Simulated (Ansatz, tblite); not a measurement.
Removing an electron: the cluster Cu2F2⁻ (the lowest doublet isomer of a short search). Charge -1, multiplicity 2. Geometry: PBE0-D4/def2-SVPD. Ansatz, gas phase; energy differences of separate SCF runs; the oxidised species is a singlet (the triplet lies 1.45 eV higher at PBE0-D4/def2-TZVPD).

```xyz
4

Cu   -0.520   -0.280   -1.876
Cu    0.127    0.061    0.615
F     0.933    0.694   -0.948
F    -0.541   -0.476    2.208
```

The xTB rows come from tblite. The structure comes from a short search, and lower isomers may exist.

Problem. Estimate orbital energies and vertical ionisation energies at: GFN1-xTB; GFN2-xTB; PBE-D4/def2-TZVPD; r2SCAN-D4/def2-TZVPD; PBE0-D4/def2-TZVPD.

Solution. 
```
               level  −HOMO (eV)  vertical IE (eV)  −LUMO (eV)  HOMO–LUMO gap (eV)                       remarks
            GFN1-xTB           –              6.90           –                   –                             –
            GFN2-xTB           –              4.51           –                   –                             –
   PBE-D4/def2-TZVPD       -0.32              2.30       -1.13                0.82  HOMO above zero (-1 doublet)
r2SCAN-D4/def2-TZVPD       -0.09              2.35       -1.44                1.35  HOMO above zero (-1 doublet)
  PBE0-D4/def2-TZVPD        0.36              2.22       -2.13                2.48                             –
```

  A HOMO above zero means that the electron is unbound at that level or that self-interaction error raises the level; the energy of removing that electron tells which. HOMO and LUMO are the levels of the spin that leaves or enters (xTB has no such levels and no spin-polarisation term). Other spin states of the ions may lie lower, which would lower the ionisation energy or raise the affinity. Raw xTB energy differences between charge states are shifted by several eV; the methods need an empirical correction for them.
